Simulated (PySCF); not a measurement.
Molfile (atoms numbered from 1):
```
C11H7FO
     RDKit          3D

 20 21  0  0  0  0  0  0  0  0999 V2000
    4.3963   -0.3856   -0.2945 O   0  0  0  0  0  0  0  0  0  0  0  0
    3.4719    0.3586   -0.3177 C   0  0  0  0  0  0  0  0  0  0  0  0
    3.6640    1.6744   -0.5044 F   0  0  0  0  0  0  0  0  0  0  0  0
    2.0470    0.0126   -0.1605 C   0  0  0  0  0  0  0  0  0  0  0  0
    1.7172   -1.3529    0.0458 C   0  0  0  0  0  0  0  0  0  0  0  0
    0.4074   -1.7264    0.1975 C   0  0  0  0  0  0  0  0  0  0  0  0
   -0.6367   -0.7636    0.1516 C   0  0  0  0  0  0  0  0  0  0  0  0
   -1.9996   -1.1203    0.3038 C   0  0  0  0  0  0  0  0  0  0  0  0
   -2.9855   -0.1619    0.2530 C   0  0  0  0  0  0  0  0  0  0  0  0
   -2.6569    1.1982    0.0477 C   0  0  0  0  0  0  0  0  0  0  0  0
   -1.3438    1.5765   -0.1030 C   0  0  0  0  0  0  0  0  0  0  0  0
   -0.3040    0.6120   -0.0556 C   0  0  0  0  0  0  0  0  0  0  0  0
    1.0556    0.9725   -0.2087 C   0  0  0  0  0  0  0  0  0  0  0  0
    2.5280   -2.0828    0.0794 H   0  0  0  0  0  0  0  0  0  0  0  0
    0.1485   -2.7760    0.3565 H   0  0  0  0  0  0  0  0  0  0  0  0
   -2.2549   -2.1710    0.4624 H   0  0  0  0  0  0  0  0  0  0  0  0
   -4.0325   -0.4507    0.3715 H   0  0  0  0  0  0  0  0  0  0  0  0
   -3.4513    1.9468    0.0092 H   0  0  0  0  0  0  0  0  0  0  0  0
   -1.0820    2.6256   -0.2620 H   0  0  0  0  0  0  0  0  0  0  0  0
    1.3189    2.0198   -0.3676 H   0  0  0  0  0  0  0  0  0  0  0  0
  1  2  2  0
  2  3  1  0
  2  4  1  0
  4  5  1  0
  5  6  2  0
  6  7  1  0
  7  8  2  0
  8  9  1  0
  9 10  2  0
 10 11  1  0
 11 12  2  0
 12 13  1  0
 13  4  2  0
 12  7  1  0
  5 14  1  0
  6 15  1  0
  8 16  1  0
  9 17  1  0
 10 18  1  0
 11 19  1  0
 13 20  1  0
M  END
```

Theory: PBE0/pcSseg-1 with gauge-including orbitals, structure optimised with PBE0-D3(BJ)/def2-SVP, in PySCF 2.14.0 with density-fitted response routines (isolated molecule, no relativistic terms, single conformer).

References, each an isolated molecule treated in the same way: 13C (σref 184.41) against TMS.

Task: Do the 13C shifts follow the atomic charges (in e)? Tabulate both.

Result: 
```
atoms  hybridisation  δ (ppm)  σ para (ppm)  Hirshfeld    IAO  Mulliken  ESP-fitted
   C2            sp2    163.5          -226      +0.23  +0.61     +0.72       +0.69
   C7            sp2    139.9          -211      +0.01  +0.01     -0.10       +0.15
  C13            sp2    139.2          -204      -0.03  -0.12     +0.11       -0.40
  C11            sp2    136.2          -201      -0.04  -0.14     -0.04       -0.31
  C12            sp2    135.5          -206      +0.00  -0.00     -0.11       +0.32
   C9            sp2    135.3          -205      -0.04  -0.14     -0.06       -0.13
   C6            sp2    134.1          -201      -0.04  -0.14     -0.03       -0.26
   C8            sp2    133.7          -198      -0.04  -0.15     -0.04       -0.26
   C5            sp2    133.7          -200      -0.04  -0.13     +0.05       -0.19
  C10            sp2    132.6          -202      -0.04  -0.15     -0.06       -0.12
   C4            sp2    126.7          -206      -0.03  -0.09     -0.46       -0.00
```

Correlation coefficients of δ with charge over these carbons: Hirshfeld +0.94, IAO +0.93, Mulliken +0.93, ESP-fitted +0.69; with the paramagnetic shielding -0.87. With so few points these coefficients are fragile. Charge is one influence among several: hybridisation and low-lying excitations act through the paramagnetic term.

Shifts are as computed. Against solution values, carbons near 30 ppm lie about +2 ppm off and those near 130 ppm about +5 ppm. Of 1211 compounds with measured shifts, 218 miss one by over three times the rms of a fit or turn the order of signals round; such compounds aren't used in these exercises.
